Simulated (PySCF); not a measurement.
**Dipole response of Tl²⁺ (thallium, charge +2)**

[Xe] 4f14 5d10 6s1, 2S determinant. All numbers are calculated (PySCF 2.14, scalar relativity by spin-free X2C-1e, in aug-cc-pwCVTZ-DK3 (11s10p8d5f1g, 125 functions)). Coupled (time-dependent) response in atomic units; α is the mean over directions.

```csv
method,mean α (bohr³),C₆ (like pair),S(−4)
B3LYP,12.18,77.62,53.66
```

S(−4) is the Cauchy moment in α(ω) = α(0) + S(−4) ω² + …

α(iu) at B3LYP:

```tsv
u (hartree)	α(iu) (bohr³)
0	12.18
0.0500	12.05
0.100	11.68
0.200	10.52
0.300	9.226
0.500	7.143
0.750	5.469
1.00	4.380
1.50	3.030
2.00	2.222
3.00	1.331
5.00	0.6198
```

A single London oscillator, α(iu) = α/(1 + u²/ω²), gives C₆ = (3/4) ω α². Matching the computed C₆ needs ω = 4 × 77.62 / (3 × 12.18²) = 0.698 hartree.

For an ion, C₆ is the dispersion term alone; charge-induced terms of lower order in 1/R come first.

Spin-orbit coupling, which splits the p, d and f shells strongly at this Z, is absent.
